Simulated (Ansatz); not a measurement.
The cluster Hf3O4. Total charge 0; triplet. Geometry r2SCAN-D4/def2-SVP, that of the charge +1 doublet; atoms count from 1.

```xyz
7

Hf   -0.394   -1.393   -1.274
Hf   -0.581   -0.083    1.439
Hf    0.896    1.198   -0.419
O     0.757    0.032   -2.001
O    -1.224   -1.686    0.489
O    -0.804    1.633    0.487
O     1.350    0.299    1.280
```

In the def2 sets Hf takes a core potential; there is no spin–orbit coupling. The charge 0 triplet is spin-contaminated (final ⟨S²⟩ up to 2.24, 2.00 for a pure state). At PBE0-D4/def2-TZVP a singlet of charge 0 lies 0.27 eV below the triplet at the same geometry. The structure comes from a short search, and lower isomers may exist.

**Question.** Estimate the Mulliken populations from the PBE0/def2-TZVP orbitals of Ansatz.

**Answer.** 
```csv
atom,charge (e),spin (α − β),d electrons
Hf1,0.70,1.68,2.04
Hf2,1.01,-0.45,2.00
Hf3,0.87,0.82,1.88
O4,-0.67,-0.03,–
O5,-0.68,-0.02,–
O6,-0.62,0.00,–
O7,-0.62,0.00,–
```
Mulliken values depend strongly on the basis.

**Question.** Where does the spin sit?

**Answer.** Summed by element: Hf 2.05, O -0.05, of 2 unpaired in all. Largest on single atoms: Hf1 1.68, Hf3 0.82, Hf2 -0.45.

**Question.** And the Mayer bond orders between heavy atoms (over 0.3)?

**Answer.** Hf1–Hf2 0.51 (3.02 Å); Hf1–Hf3 0.34 (3.02 Å); Hf1–O4 1.06 (1.97 Å); Hf1–O5 1.02 (1.97 Å); Hf2–Hf3 0.58 (2.70 Å); Hf2–O5 1.04 (1.97 Å); Hf2–O6 1.07 (1.98 Å); Hf2–O7 1.07 (1.98 Å); Hf3–O4 1.01 (1.97 Å); Hf3–O6 1.00 (1.98 Å); Hf3–O7 1.00 (1.98 Å).
